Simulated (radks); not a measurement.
All-electron atom: Sn33+ in [Ne] 3s2 3p5. All-electron calculation, Dirac Kohn-Sham, PBE, spin-unpolarised, spherical densities, point nucleus; open shells fill j = l - 1/2 first. Program: a radial shooting solver on a logarithmic mesh with Libxc functionals. Some entries of the table are withheld. Estimate them.

orbital  occ.  eigenvalue (hartree)  <r^2> (bohr^2)
1s1/2       2             -1130.263             (1)
2s1/2       2             -223.7745         0.01807
2p1/2       2                   (2)         0.01341
2p3/2       4                   (3)         0.01464
3s1/2       2             -83.50560          0.1072
3p1/2       2             -79.84227         0.09920
3p3/2       3             -77.79436          0.1046
3d3/2       0             -72.31564         0.08039
3d5/2       0             -71.83925         0.08180
4s1/2       0             -42.86814          0.3849
4p1/2       0             -41.32718          0.3785
4p3/2       0             -40.57321          0.3929

Answer. 
(1) 1s1/2 <r^2> (bohr^2): 0.001143
(2) 2p1/2 eigenvalue (hartree): -213.7840
(3) 2p3/2 eigenvalue (hartree): -205.1481
